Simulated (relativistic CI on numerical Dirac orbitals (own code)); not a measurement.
# Rh²⁺: resonant inelastic scattering at the M2,3 edge

Computed with this model: Dirac-Coulomb-Breit CI, separate exchange-only KLI orbitals for each configuration, model QED, Kramers-Heisenberg scattering through one core-hole configuration in a parametric crystal field, unscaled Slater integrals; configurations [Kr] 4d7 → [Ne] 3s2 3p5 3d10 4s2 4p6 4d8; 80 K; core-hole width 3 eV; summed over polarisations. Incident energies are the highest absorption maxima for each field (at most a few, so the weaker spin-orbit partner edge can be absent), on the computed scale of the free ion. Intensities are in per cent of the strongest line above 0.02 eV; levels within 1 cm⁻¹ are merged; final levels count from the ground level, the first row holds all elastic scattering, lines under 0.4 are left out and each table stops after 24 rows. The scale of the Slater integrals is a model choice and moves the terms in proportion.

Field parameters in Wybourne normalisation: Oh B⁴₀ = 21Dq, B⁴₄ = √(5/14) B⁴₀. The field is a parameter set, without covalency.

S is read from ⟨S²⟩ = S(S + 1).

Oh, 10Dq = 4700 cm⁻¹:

| Final level (eV) | Degeneracy | Irrep | S | 499.7 eV |
| --- | --- | --- | --- | --- |
| 0.000 | 2 | Γ6 | 1.49 | 466.6 |
| 0.079 | 4 | Γ8 | 1.49 | 100.0 |
| 0.215 | 4 | Γ8 | 1.49 | 26.1 |
| 0.305 | 2 | Γ7 | 1.50 | 6.1 |
| 0.674 | 6 | Γ6+Γ8 | 1.49 | 38.1 |
| 0.740 | 4 | Γ8 | 1.49 | 9.2 |
| 1.327 | 4 | Γ8 | 1.49 | 8.1 |
| 1.689 | 4 | Γ8 | 0.53 | 4.9 |
| 2.018 | 4 | Γ8 | 0.54 | 16.3 |
| 2.145 | 4 | Γ8 | 1.00 | 3.8 |
| 2.170 | 2 | Γ7 | 1.27 | 6.7 |
| 2.196 | 2 | Γ6 | 0.52 | 8.4 |
| 2.205 | 4 | Γ8 | 1.44 | 28.2 |
| 2.228 | 4 | Γ8 | 0.95 | 5.6 |
| 2.346 | 2 | Γ6 | 1.39 | 1.4 |
| 2.442 | 2 | Γ6 | 0.54 | 9.9 |
| 2.681 | 4 | Γ8 | 0.79 | 6.5 |
| 2.832 | 2 | Γ7 | 0.52 | 8.0 |
| 2.855 | 2 | Γ6 | 0.65 | 0.7 |
| 2.892 | 4 | Γ8 | 0.51 | 7.2 |
| 2.900 | 2 | Γ6 | 0.50 | 2.4 |
| 2.984 | 4 | Γ8 | 0.56 | 3.9 |
| 3.167 | 4 | Γ8 | 0.51 | 2.0 |
| 3.292 | 4 | Γ8 | 0.52 | 1.9 |

Oh, 10Dq = 10650 cm⁻¹:

```tsv
Final level (eV)	Degeneracy	Irrep	S	499.9 eV
0.000	2	Γ6	1.50	498.3
0.088	4	Γ8	1.49	100.0
0.220	4	Γ8	1.46	54.8
0.293	2	Γ7	1.50	15.5
1.032	4	Γ8	0.59	6.7
1.311	4	Γ8	1.44	31.5
1.316	2	Γ6	1.49	38.3
1.341	4	Γ8	1.49	20.6
2.033	4	Γ8	0.56	17.2
2.181	2	Γ6	0.52	4.0
2.201	4	Γ8	0.57	6.7
2.234	2	Γ7	0.56	5.5
2.530	4	Γ8	0.87	8.4
2.675	4	Γ8	1.45	11.4
2.708	2	Γ6	0.76	3.3
2.796	2	Γ7	1.47	5.1
2.805	4	Γ8	1.49	22.3
3.006	2	Γ6	1.19	11.1
3.042	4	Γ8	1.25	8.7
3.218	2	Γ6	0.74	9.8
3.346	2	Γ7	0.53	8.6
3.424	4	Γ8	0.56	1.8
3.554	4	Γ8	0.53	11.5
3.582	2	Γ6	0.51	4.1
```

Oh, 10Dq = 16550 cm⁻¹:

```tsv
Final level (eV)	Degeneracy	Irrep	S	500.6 eV	526.3 eV
0.000	2	Γ6	1.50	769.8	40.6
0.032	4	Γ8	1.22	100.0	3.0
0.130	4	Γ8	1.39	76.2	3.5
0.280	2	Γ7	1.50	25.0	1.0
0.460	4	Γ8	1.06	44.6	8.9
1.835	4	Γ8	1.05	74.3	1.7
1.953	2	Γ6	1.32	94.5	16.9
1.975	4	Γ8	1.28	65.0	5.7
2.005	2	Γ7	1.21	4.4	7.7
2.091	4	Γ8	0.98	6.5	39.0
2.188	2	Γ6	0.80	3.1	14.9
2.294	2	Γ7	0.94	11.9	0.9
2.302	4	Γ8	0.99	47.4	15.2
2.665	4	Γ8	0.60	27.5	2.8
2.803	2	Γ6	0.54	6.3	1.7
3.426	2	Γ7	1.44	13.1	8.8
3.445	4	Γ8	1.47	39.5	19.6
3.598	4	Γ8	1.42	23.6	10.9
3.622	2	Γ6	1.39	25.5	7.6
3.831	4	Γ8	0.77	4.2	7.3
3.836	2	Γ7	0.60	16.6	30.1
3.855	2	Γ6	0.64	31.5	19.1
4.123	4	Γ8	1.35	5.0	1.0
4.229	4	Γ8	0.53	29.4	22.0
```

For the first field the strongest loss at the lowest incident energy is the level at 0.08 eV (S = 1.49, against 1.49 in the thermal ground state). Levels of other spin, the first over 8 % at 2.02 eV, appear because spin-orbit coupling of the core hole, and in heavier ions of the valence shell too, mixes spins.
